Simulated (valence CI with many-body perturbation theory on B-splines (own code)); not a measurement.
# Questions on Cs40+

Level of theory: relativistic CI+MBPT: five valence electrons over a frozen Dirac-Fock core [Ne], radial functions for each j: 9 s, 9 p, 8 d, 6 f, 3 g, 1 h, with the one-electron correlation potential Σ1 (screened to all orders), the two-electron term Σ2, the three-electron term Σ3, Breit, model QED; selected single and double excitations, second order for the rest, scaled by the run's own slope (own B-spline code, finite nucleus).

The last digits are not significant, and no measured levels were compared; by estimate large intervals hold to a few tenths of a per cent, small ones and those within an open d or f shell to about a per cent. Among the levels kept, up to 1500 cm⁻¹ of a level comes from second order outside the variational space, and about a tenth of that is noise between levels of different J, which matters for small intervals.

Levels are named by their leading jj configuration (3d3/2^4 stands for four electrons in 3d with j = 3/2), which in mixed levels can hold well under half, so a name can repeat and another be missing.

Rates and lifetimes use the calculated energies. Strong lines usually hold to 10 to 20 %, long lifetimes can be off by a factor of two.

Task: What is the ground level?

Result: (3s^2 3p1/2^2 3p3/2) J=3/2, composition 44 % 3s²3p³ ²P° + 30 % 3s²3p³ ⁴S° + 25 % 3s²3p³ ²D°, g = 1.394.

Task: What is the ionisation energy?

Result: 2946.9 eV; NIST lists 2945 ± 4 eV (theoretical).

Task: Name the longest-lived excited levels whose lifetime is computed, and their main decay.

Result: (3s^2 3p1/2 3p3/2^2) J=5/2 at 86.40 eV lives 1.06 μs, mostly by M1 to (3s^2 3p1/2^2 3p3/2) J=3/2; (3s^2 3p1/2 3p3/2^2) J=1/2 at 96.71 eV lives 262 ns, mostly by M1 to (3s^2 3p1/2^2 3p3/2) J=3/2; (3s^2 3p1/2 3p3/2^2) J=3/2 at 78.04 eV lives 198 ns, mostly by M1 to (3s^2 3p1/2^2 3p3/2) J=3/2. The lifetime of (3s^2 3p1/2 3p3/2 3d5/2) J=9/2 is too uncertain to give, and may be longer.

Task: Among levels below 354.32 eV, which E1 lines absorb most strongly from the ground level?

Result: to (3s^2 3p1/2 3p3/2 3d3/2) J=3/2 at 4.663 nm, f = 0.278; to (3s^2 3p1/2 3p3/2 3d3/2) J=5/2 at 4.739 nm, f = 0.234; to (3s^2 3p1/2 3p3/2 3d3/2) J=1/2 at 4.663 nm, f = 0.100.

Task: How well does LS coupling describe the low levels?

Result: Among the lowest 20 levels the leading LS term, summed over configurations, holds 51 % on average. For single configurations the figures are 47 % in LS and 85 % in jj coupling. Terms mix most in the J = 3/2 level at 234.09 eV, where the leading one holds 31 %.

Task: Where does the other parity begin?

Result: At (3s^2 3p1/2^2 3d3/2) J=3/2, 155.52 eV.

Task: What are the static dipole polarisabilities of the lowest levels?

Result: (3s^2 3p1/2^2 3p3/2) J=3/2 0.0117 (tensor 0.00092) bohr³, of which the core gives 0.000173.
